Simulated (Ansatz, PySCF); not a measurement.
Stretching the Al1–H2 bond in AlH3Se (SMILES [AlH2][SeH]) (multiplicity 1 held, fragments rigid). Energies count from the point at 1.573 Å.
Geometry at that point (charge 0, multiplicity 1):
```xyz
5

Al     0.3641     0.0275    -1.5573
H     -0.6985    -0.5698    -2.5521
H      1.7454     0.6424    -1.9937
Se    -0.2012    -0.0305     0.6966
H      1.0606     0.6067     1.1072
```

R- and RO- levels are restricted; in cc, def2 and unpolarised 6-31G sets they are followed outwards from rest. U- levels take the lowest unrestricted solution at each point, which mixes spins at long bonds. Active spaces are followed from a long bond inwards. Curves can end on different states.

Cores are frozen in the correlated methods. Filled d and f shells under p-block atoms count as core. Rows in 3-21G, LANL2DZ carry no dispersion term and start afresh at each structure; the Pople sets are all-electron and without relativity. LANL2DZ brings its own core potentials from Na on.

Run with Ansatz (Gaussian orbitals); PySCF for 3-21G rows, LANL2DZ rows. Each number belongs to the level named beside it.

| level | energy at R = 5.035 Å (kJ/mol) |
|---|---|
| R-HF/3-21G | 686.1 |
| R-HF/def2-TZVPP | 652.4 |
| R-PBE/def2-TZVPP | ? |
| U-r2SCAN/def2-TZVPP | 348.6 |
| U-B3LYP/LANL2DZ | 352.8 |
| U-CCSD/def2-TZVPP | 364.5 |
| SC-NEVPT2 on CASSCF(2,2)/def2-TZVPP | 347.8 |
| FIC-NEVPT4(SD) on CASSCF(2,2)/def2-TZVPP | 362.1 |
| FIC-MRCISD+Q on CASSCF(2,2)/def2-TZVPP | 364.6 |

### Question
What belongs in the gaps?

### Answer

- R-PBE/def2-TZVPP, energy at R = 5.035 Å (kJ/mol): 449.5

Doubts at one or more of the structures used: a restricted determinant that unrestricted orbitals would lower (R-HF/3-21G, R-HF/def2-TZVPP, R-PBE/def2-TZVPP); a spin-contaminated determinant (U-r2SCAN/def2-TZVPP, U-B3LYP/LANL2DZ, U-CCSD/def2-TZVPP).

Ansatz is an electronic-structure program.
